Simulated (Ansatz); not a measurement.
One change: `[CH3][SnH2][B](N)F` becomes `NB(F)[CH2][GeH3]`.

Ansatz, PBE0-D4/def2-TZVP geometries, multiplicity 1. Each molecule was computed in one conformer, which needn't be the lowest.

Elements past krypton have def2 core potentials. Scalar relativity is left out up to krypton.

```
                                        property  `[CH3][SnH2][B](N)F`
             HOMO–LUMO gap (PBE/def2-TZVPP) / eV                  5.35
               HOMO energy (PBE/def2-TZVPP) / eV                 -6.39
  size of the dipole moment (PBE/def2-TZVPP) / D                  2.24
           LUMO energy (ωB97M-V/def2-TZVPP) / eV                  1.38
size of the dipole moment (B3LYP/def2-TZVPP) / D                  2.23
              HOMO energy (PBE0/def2-TZVPP) / eV                 -7.59
```

Problem. What does the change do to each property? (Best estimate.)

Solution. Ansatz gave: 
```csv
property,`NB(F)[CH2][GeH3]`,shift
HOMO–LUMO gap (PBE/def2-TZVPP) / eV,6.50,1.15
HOMO energy (PBE/def2-TZVPP) / eV,-6.74,-0.35
size of the dipole moment (PBE/def2-TZVPP) / D,2.24,0.00
LUMO energy (ωB97M-V/def2-TZVPP) / eV,1.88,0.50
size of the dipole moment (B3LYP/def2-TZVPP) / D,2.26,0.03
HOMO energy (PBE0/def2-TZVPP) / eV,-8.12,-0.53
```

With PBE0 the HOMO falls by 0.53 eV and the LUMO rises by 0.73 eV, so the gap widens by about 1.26 eV. PBE moves the HOMO by -0.35 eV and ωB97M-V by -0.70 eV. Dipoles are sizes alone; their direction can turn.

B3LYP here is the variant with VWN-RPA as its local correlation; programs differ in this.
